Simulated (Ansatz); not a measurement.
Computed with Ansatz on PBE0-D4/def2-TZVP structures; ΔE is electronic, products minus reactants. CCSD(T)/CBS is the MP2 limit (def2-TZVPP, def2-QZVPP) plus CCSD(T) − MP2 in def2-TZVPP, frozen cores. DFT in def2-TZVPP. B3LYP here is the variant with VWN-RPA as its local correlation; programs differ in this. HSE06 is defined as in plane-wave codes. def2 core potentials past Kr. For In outer-core shells are correlated without core-valence functions, which leaves a few kJ/mol of doubt a bond. Each species was taken in one conformer, which may not be the lowest.

Consider the ligand exchange at the Si–S bond: `[CH3][InH][S][SiH3]` + `C=C(O)S` → `C=C(O)S[SiH3]` + `[CH3][InH][SH]`.

`[CH3][InH][S][SiH3]`:

```xyz
11

C    -1.018   -0.082   -2.578
In    0.119    0.302   -0.808
S    -0.722   -0.842    1.139
Si    0.687   -0.169    2.583
H    -1.447    0.850   -2.952
H    -1.820   -0.785   -2.359
H    -0.373   -0.496   -3.354
H     1.509    1.267   -0.518
H     0.330   -0.787    3.885
H     0.661    1.311    2.733
H     2.075   -0.567    2.228
```

`C=C(O)S`:

Cartesian coordinates in Å:
```
C -1.272 0.234 0.225
C 0.032 0.106 0.009
O 0.708 0.958 -0.799
S 0.986 -1.146 0.812
H -1.806 1.085 -0.178
H -1.809 -0.512 0.791
H 1.638 0.942 -0.550
H 1.522 -1.666 -0.309
```

`C=C(O)S[SiH3]`:

Cartesian coordinates in Å:
```
C 0.199 1.765 -0.304
C 0.864 0.700 0.128
O 2.073 0.362 -0.376
S 0.261 -0.371 1.421
Si -1.163 -1.414 0.207
H 0.612 2.379 -1.095
H -0.749 2.035 0.135
H 2.351 -0.467 0.026
H -0.506 -1.912 -1.027
H -1.645 -2.549 1.034
H -2.297 -0.527 -0.150
```

`[CH3][InH][SH]`:

Cartesian coordinates in Å:
```
C -1.020 0.350 -0.687
In 0.117 -0.387 0.973
S 2.497 -0.484 0.685
H -1.368 1.361 -0.468
H -0.406 0.376 -1.587
H -1.892 -0.281 -0.862
H -0.398 -0.926 2.518
H 2.469 -0.009 -0.571
```

```tsv
level	ΔE (kJ/mol)	difference from CCSD(T)/CBS
LDA (SPW92)	3.7	-4.4
PBE-D4	4.1	-4.0
B3LYP-D4	4.2	-3.9
r2SCAN0-D4	6.3	-1.8
HSE06-D4	5.8	-2.3
BHLYP-D4	7.1	-1.0
ωB97X-V	5.3	-2.8
PBE-QIDH	7.4	-0.7
r2SCANh	6.2	-1.9
HF/def2-SVP	11.0	2.9
CCSD/def2-TZVPP	7.1	-1.0
CCSD(T)/def2-TZVPP	6.5	-1.6
SCS-MP2/def2-QZVPP	8.0	-0.1
HF/CBS(def2)	9.5	1.4
MP2/CBS(def2)	8.3	0.2
CCSD/CBS(def2)	8.7	0.6
CCSD(T)/CBS	8.1	0
```

Largest T1 diagnostic among the species: 0.013.

Leaving LDA and LC-ωPBE aside and taking each functional with its dispersion term where it has one, the values, not all of them listed here, spread over 4.9 kJ/mol, from BLYP-D4 to PBE-QIDH.

CCSD(T)/CBS has its own doubt, a few kJ/mol and more with outer-core shells, so smaller differences from it don't rank the levels.
